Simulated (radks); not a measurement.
Spherical quantum dot in the effective-mass picture: electrons in a hard-walled sphere of radius 1.54, with a point charge +2 (a donor) at the centre, all in effective atomic units (hartree* = m*/eps^2 hartree, bohr* = eps/m* bohr), one dielectric constant everywhere. Method: non-relativistic Kohn-Sham, PBEsol, spin-polarised, spherical densities; computed with a radial shooting solver with Libxc functionals. Levels are named by radial order and angular momentum (1s, 1p, 1d, 2s, ...), and open shells are averaged over m. Results are scaled to m* = 0.025 and eps = 12, for which hartree* = 4.724 meV and bohr* = 25.4 nm.

N = 17, configuration 1s2 1p6 1d(up 5, down 4). This is the lowest configuration that the search found. Occupied and some empty levels:

level    occupation  eigenvalue (meV)  <r> (nm)
1s up             1            68.470     19.38
1s down           1            68.602     19.32
1p up             3            78.671     24.39
1p down           3            78.857     24.38
1d up             5            90.298     26.33
1d down           4            90.497     26.32
2s up             0            91.654     18.51
2s down           0            91.750     18.55
1f up             0            104.64     27.60
1f down           0            104.85     27.59
2p up             0            116.96     20.29
2p down           0            117.07     20.29

Energy (meV): total 816.742, kinetic 446.85, external -183.37, Hartree 630.19, exchange-correlation -76.930.

Electron density:

r (nm)  n(r) (e/nm^3)
2.98        0.0001224
5.90       0.00009279
8.83       0.00008374
11.8       0.00008848
14.7        0.0001021
17.6        0.0001193
20.5        0.0001334
23.5        0.0001369
26.4        0.0001240
29.3       0.00009392
32.3       0.00005384
35.2       0.00001880
38.1        1.208e-06
